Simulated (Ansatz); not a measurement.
## Pulling the pair apart

The pair of Li⁺ (SMILES [Li+], atom 1) and CH3F (SMILES CF, atoms 2–6), both closed shells, in one local arrangement (a lower one may exist), relaxed at PBE0-D4/def2-TZVP:

```
atom    x (Å)    y (Å)    z (Å)
 Li1   0.1994  -0.0699  -2.5580
  C2  -0.0483   0.0170   0.6162
  F3   0.0667  -0.0244  -0.8194
  H4   0.9665   0.0312   1.0034
  H5  -0.5895  -0.8794   0.9051
  H6  -0.5948   0.9254   0.8527
```

CH3F is shifted rigidly along the line between the mean atom positions of the two fragments (negative: closer). Counterpoise interaction energies in kcal/mol. Program: Ansatz 0.2.0. Basis: def2-TZVPPD. Cores are frozen in the correlated methods. The outer core shell of Li, Na, Mg and K is correlated.

```tsv
shift (Å)	HF	MP2	PBE-D4
-0.17	-29.90	-25.70	-26.09
-0.09	-32.16	-28.32	-28.58
0.00	-32.73	-29.23	-29.39
0.09	-32.27	-29.07	-29.16
0.21	-30.65	-27.84	-27.83
0.44	-26.57	-24.32	-24.24
0.87	-19.35	-17.74	-17.90
1.74	-11.10	-10.09	-9.94
```

Question: What does CCSD(T) give at these shifts? (Judge from chemistry; the value comes from the calculation.)

Answer: The calculation gives: -25.84, -28.40, -29.26, -29.06, -27.78, -24.20, -17.61, -10.00 kcal/mol. For zero shift, CCSD(T) at an estimated basis limit (MP2 extrapolated from triple and quadruple zeta, plus CCSD(T) − MP2 in triple zeta) gives -30.32 kcal/mol. These are counterpoise interaction energies, counted from the two frozen fragments.

No T1 diagnostic of these runs exceeds 0.011.

For scale, one of the runs: CCSD(T)/def2-TZVPPD, 150 basis functions, launched by `ansatz run in.yaml --threads 2 --pin off --events-out ev --progress --plain --max-ram 5222MiB`. Time: 6.5 s of wall clock on 2 CPU threads; the host was shared. Peak host memory: 1.1 GiB.
